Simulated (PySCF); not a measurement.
An unknown is described by computed data only.

Formula: C7H12O.

- Polarisability: 94.0 au [wB97X-D/def2-SVPD]
- 1H NMR: chemical shifts (computed TMS as zero) by class: 6.11 (1 H), 5.97 (1 H), 5.34 (1 H), 4.20 (1 H), 4.11 (1 H), 3.97 (1 H), 1.25 (6 H) ppm [GIAO PBE0/pcSseg-1]
- UV, first state: lowest singlet excitation: 5.58 eV (222 nm, f = 0.405) [TDDFT wB97X-D/def2-SVPD]
- Valence photoelectron: vertical ionisation energy: 8.24 eV [ΔSCF wB97X-D/def2-SVPD]
- 13C NMR: chemical shifts (computed TMS as zero) by class: 162.8 (1 C), 141.9 (1 C), 122.2 (1 C), 90.2 (1 C), 67.9 (1 C), 21.8 (2 C) ppm [GIAO PBE0/pcSseg-1]
- Dipole: 1.13 D [wB97X-D/def2-SVPD]
- Rotational structure: rotational constants A, B, C: 3.231, 1.351, 1.092 GHz [PBE0-D3(BJ)/def2-SVP]
- Triplet: lowest triplet excitation (Tamm–Dancoff): 3.34 eV [TDA wB97X-D/def2-SVPD]

The electronic properties come from PySCF, for the isolated species, density fitting. Levels stand in brackets. Geometry: PBE0-D3(BJ)/def2-SVP, one conformer, isolated molecule. NMR values are class means; diastereotopic atoms form classes of their own.

Question: What is the compound? Reason from the data.

Answer: Numbering: `[CH2:1]=[CH:2][C:3](=[CH2:4])[O:5][CH:6]([CH3:7])[CH3:8]`. Its formula, C7H12O, gives 2 degrees of unsaturation: 0 rings and 2 π bonds in the structure found. 7 carbons fall into 6 classes; from least to most shielded: vinylic carbon bearing oxygen [C3] (162.8 ppm), alkene CH carbon [C2] (141.9 ppm), terminal =CH2 carbon [C1] (122.2 ppm), terminal =CH2 carbon [C4] (90.2 ppm), sp3 carbon bound to oxygen [C6] (67.9 ppm), methyl carbon [C7/C8] (21.8 ppm, 2 C, up to 4.9 ppm apart in this geometry). Hydrogen classes from least to most shielded: 1 H on an alkene CH carbon, C2 (6.11 ppm), 1 H on a terminal =CH2 carbon, C1 (5.97 ppm), 1 H on a terminal =CH2 carbon, C1 (5.34 ppm), 1 H on a terminal =CH2 carbon, C4 (4.20 ppm), 1 H on a terminal =CH2 carbon, C4 (4.11 ppm), 1 H on an sp3 carbon bound to oxygen, C6 (3.97 ppm), 6 H on 2 methyl carbons, C7/C8 (1.25 ppm, a mean of values up to 1.2 ppm apart in this geometry). The first electron is taken from the HOMO, whose largest Löwdin shares are 0.34 on a terminal =CH2 carbon, 0.20 on the vinylic carbon bearing oxygen, 0.13 on a terminal =CH2 carbon and 0.12 on the ether oxygen. The optimised geometry has point group C1 and is an asymmetric top. Structure: `C=CC(=C)OC(C)C`. Computed isomers that give other values at the same levels: `CO[C@@H]1C[C@@H]2CC[C@@H]21` (rotational constant A: 3.993 GHz; this holds for the one conformer computed); `O=CC1CCCCC1` (13C chemical shifts (computed TMS as zero) by class: 209.0 (1 C), 50.2 (1 C), 28.2 (1 C), 26.5 (2 C), 25.0 (2 C) ppm); `C=C(C)CCC(C)=O` (lowest singlet excitation: 4.54 eV (273 nm, f = 0.000)). The assignments are read from this structure; whether some other isomer fits the data as well wasn't checked.

Conformer computed: `[CH2:1]=[CH:2][C:3](=[CH2:4])[O:5][CH:6]([CH3:7])[CH3:8]`: C1–C2–C3–C4 180°, C2–C3–O5–C6 179°, C3–O5–C6–C7 157°.
